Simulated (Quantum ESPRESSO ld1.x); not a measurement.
Species: the molybdenum ion Mo3.375+. Configuration: [Kr] 4d(up 2.625, down 0) (fractional occupations, a model configuration). Method: scalar-relativistic Kohn-Sham, LDA (Slater exchange, VWN5 correlation), spin-polarised, spherical densities, point nucleus; computed with ld1.x of Quantum ESPRESSO 7.5.

Unscreened Slater integrals over Kohn-Sham orbitals (cm^-1). They are taken over the spin-up orbitals.

F0(4d,4d): 126360
F2(4d,4d): 64288
F4(4d,4d): 42307
F0(4d,4p): 141330
F2(4d,4p): 69935
G1(4d,4p): 87281
G3(4d,4p): 53434
F0(4d,4s): 145990
G2(4d,4s): 63006
F0(4d,3d): 169860
F2(4d,3d): 31275
F4(4d,3d): 13544
G0(4d,3d): 10216
G2(4d,3d): 11464
G4(4d,3d): 8618.2
F0(4p,4p): 163750
F2(4p,4p): 86222
F0(4p,4s): 171370
G1(4p,4s): 116270
F0(4p,3d): 212040
F2(4p,3d): 49315
G1(4p,3d): 15937
G3(4p,3d): 15376
F0(4s,4s): 180330
F0(4s,3d): 229780
G2(4s,3d): 19076
F0(3d,3d): 481390
F2(3d,3d): 236860
F4(3d,3d): 150420

Derived for the open shells (J is the average intra-shell exchange parameter used in DFT+U). 4d: Racah B = F2/49 - 5 F4/441 = 832.3 cm^-1, C = 35 F4/441 = 3358 cm^-1, C/B = 4.03, F4/F2 = 0.658, J = (F2 + F4)/14 = 7614 cm^-1.
